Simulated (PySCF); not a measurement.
A PySCF script (with the pyscf-properties extension) for the NMR shieldings of `C(C)C[Si@@H]1CC[C@H]1OC=O`, C7H14O2Si, on a GFN2-xTB geometry:

```python
import basis_set_exchange as bse
import numpy as np
from pyscf import gto, dft
from pyscf.prop import nmr

atoms = """
C     3.302330    0.094314   -1.688076
C     2.334613   -0.119645   -0.530199
C     0.925367    0.348541   -0.875622
Si   -0.254543    0.129643    0.584827
C    -0.736568   -1.657362    1.144967
C    -2.229243   -1.286408    1.109109
C    -2.132709   -0.064477    0.194033
O    -2.981279    1.030249    0.565626
C    -2.400412    2.192029    0.576546
O    -1.243658    2.416927    0.317139
H     4.298605   -0.257216   -1.429203
H     2.966589   -0.446697   -2.570302
H     3.365132    1.151090   -1.937985
H     2.310432   -1.178616   -0.267293
H     2.690930    0.425644    0.344612
H     0.572634   -0.206872   -1.746424
H     0.959193    1.399049   -1.160177
H     0.117739    0.872985    1.790368
H    -0.400565   -2.025195    2.110449
H    -0.512849   -2.427024    0.408970
H    -2.573383   -0.971673    2.093147
H    -2.892325   -2.070744    0.746565
H    -2.384759   -0.310831   -0.840134
H    -3.113005    2.982052    0.860823
"""
names = dict.fromkeys(["C", "Si", "O", "H"], "pcSseg-1")
basis = {el: gto.basis.parse(bse.get_basis(n, elements=[el], fmt="nwchem")) for el, n in names.items()}
mol = gto.M(atom=atoms, basis=basis, charge=0, verbose=0)
mf = dft.RKS(mol, xc="PBE0")
mf.grids.level = 2
mf.grids.alignment = dft.numint.BLKSIZE   # the property module wants whole blocks of grid points
mf.conv_tol = 1e-9
mf.kernel()

calc = nmr.RKS(mf)   # GIAO
C = mf.mo_coeff
Co = C[:, mf.mo_occ > 0]
resp = mf.gen_response(singlet=True, hermi=2)
def vind(x):   # induced exchange potential for any number of trial vectors
    d = np.einsum("pi,xij,qj->xpq", C, 2 * x.reshape(-1, C.shape[1], Co.shape[1]), Co, optimize=True)
    return np.einsum("xpq,pi,qj->xij", resp(d - d.transpose(0, 2, 1)), C, Co, optimize=True).ravel()
mo1, _ = nmr.rhf.solve_mo1(calc, with_cphf=vind)
sigma = calc.kernel(mo1)
for i, s in enumerate(sigma):   # ppm
    print("%2d %-2s %9.2f" % (i, mol.atom_pure_symbol(i), np.trace(s) / 3))
```

Question: What are the results?

Answer: 
```
 0 C     165.79
 1 C     166.22
 2 C     166.35
 3 Si    367.32
 4 C     174.54
 5 C     159.56
 6 C     114.75
 7 O      95.60
 8 C      17.57
 9 O     -88.79
10 H      30.35
11 H      30.79
12 H      30.70
13 H      30.42
14 H      30.48
15 H      30.95
16 H      30.48
17 H      26.87
18 H      30.58
19 H      30.73
20 H      29.85
21 H      29.00
22 H      27.74
23 H      23.66
```

These numbers come from an equivalent density-fitted implementation of the same equations, which agrees with the script to about 0.01 ppm for H and up to a few tenths of a ppm for heavy atoms, so last digits may differ.

Question: Turn these shieldings into chemical shifts. Shifts are taken against calculated references (same method and geometry level): TMS for ¹³C (σ = 186.93 ppm), ²⁹Si (σ = 349.16 ppm), ¹H (σ = 31.72 ppm); ¹⁷O (σ = 336.08 ppm) against H2O.

Answer: Averaging equivalent atoms: C 8: 169.4; C 6: 72.2; C 5: 27.4; C 0: 21.1; C 1: 20.7; C 2: 20.6; C 4: 12.4; Si 3: -18.2; O 9: 424.9; O 7: 240.5; H 23: 8.06; H 17: 4.85; H 22: 3.97; H 21: 2.72; H 20: 1.86; H 13: 1.30; H 14: 1.24; H 16: 1.24; H 18: 1.14; H 10/11/12: 1.10; H 19: 0.99; H 15: 0.76 ppm. Unscaled 17O shifts of doubly bonded oxygen tend to come out too high, by tens of ppm or more. Experimental scales use liquid or dissolved standards, which lie at an offset from isolated H2O (liquid H2O: subtract about 36 ppm).

Size and cost of the density-fitted run: 247 basis functions, 2 min wall time on 1 thread of an Arm Neoverse N1, shared host; peak memory 1.2 GiB.
